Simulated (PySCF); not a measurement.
C3H3BFNO, SMILES N#C[C@@H]1COB1F.

The structure is a stationary point at B3LYP-D3(BJ)/def2-SVP. The structure was generated by enumeration; whether it is a known compound was not checked.

Level of theory: PBE/def2-TZVP in PySCF.

The molecule is in vacuum.

```
Item                                                                                                           Result
---------------------------------------------------------------------------------------------  ----------------------
total energy                                                                                       -370.58683 hartree
highest occupied level                                                                                       -7.67 eV
lowest empty level                                                                                           -1.33 eV
orbital gap                                                                                                   6.34 eV
dipole moment                                                                                                  3.67 D
quadrupole, principal values (traceless, Buckingham form, about the centre of nuclear charge)  -16.54, 7.27, 9.27 D·Å
mean static polarisability                                                                       52.8 bohr³ (7.82 Å³)
polarisability, principal values                                                               41.6, 50.8, 65.9 bohr³
```
